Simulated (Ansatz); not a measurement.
Abridged output of a molecular run in Ansatz:

```
Functional definition: HF
  name "HF"
  cite "Fock, Z. Phys. 61, 126 (1930) doi:10.1007/BF01340294"
  parent pbe
  exchange = exact_x
  correlation = 0
1086 factors; integrals over basis functions are off by at most 1.2e-3 eV
mean field evaluation 1: about -36487.1748 eV, gradient 3.8e1 eV
mean field evaluation 2: about -36487.2718 eV, gradient 3.9e1 eV
mean field evaluation 4: about -36491.1737 eV, gradient 3.1e0 eV
mean field evaluation 8: about -36491.2414 eV, gradient 3.0e-1 eV
mean field -36491.24208178 eV, -1341.0284118532 hartree, gradient 3.1e-6 eV, S^2 0.000000; 0 other end points of the search recorded, 0 dependent functions left out
16 core orbitals not correlated: weight in the atoms' cores, before any rotation towards them, 1.000 or more for the frozen orbitals, at most 0.000 for the correlated occupied ones
reference -36491.24208178 eV, -1341.0284118532 hartree; 20, 20 occupied and 79, 79 virtual orbitals, 1086 factors
second order -21.92389662 eV of doubles, -0.00000000 eV of singles
cycle   1  -22.28054390 eV  change   -3.6e-1 eV  update   1.6e-1
cycle   2  -22.87030067 eV  change   -5.9e-1 eV  update   5.8e-2
cycle   3  -23.06272262 eV  change   -1.9e-1 eV  update   3.0e-2
cycle   4  -23.06037220 eV  change    2.4e-3 eV  update   7.4e-3
cycle   5  -23.05251385 eV  change    7.9e-3 eV  update   3.1e-3
cycle   6  -23.05221320 eV  change    3.0e-4 eV  update   1.2e-3
cycle   7  -23.05209782 eV  change    1.2e-4 eV  update   4.0e-4
cycle   8  -23.05209018 eV  change    7.6e-6 eV  update   1.6e-4
cycle   9  -23.05220237 eV  change   -1.1e-4 eV  update   5.1e-5
cycle  10  -23.05220707 eV  change   -4.7e-6 eV  update   1.6e-5
perturbative correction -0.75607902 eV, -0.0277853915 hartree
Total energy: -36515.05036788 eV, -1341.9033502294 hartree
```

Its atoms:

```xyz
8

F    -1.3797    1.3033    0.4853
Hf   -0.0460    0.0434    0.0163
S     1.9355    0.3117    1.3910
S    -0.8453   -2.2290    0.3085
S     0.6239    0.2980   -2.3020
H     1.1750    0.5244    2.4850
H    -2.0511   -1.8937   -0.1955
H     0.5876    1.6419   -2.1885
```

Problem. Which basis set was used?
A. def2-TZVPP
B. def2-SVP
C. def2-SVPD
D. def2-TZVPPD

Solution. B. It gives 115 functions.

Problem. Write the keys of the input that set method, charge and spin (a neutral closed shell needs none for the last two).

Solution. 
```yaml
correlation: {method: ccsd_t}
```
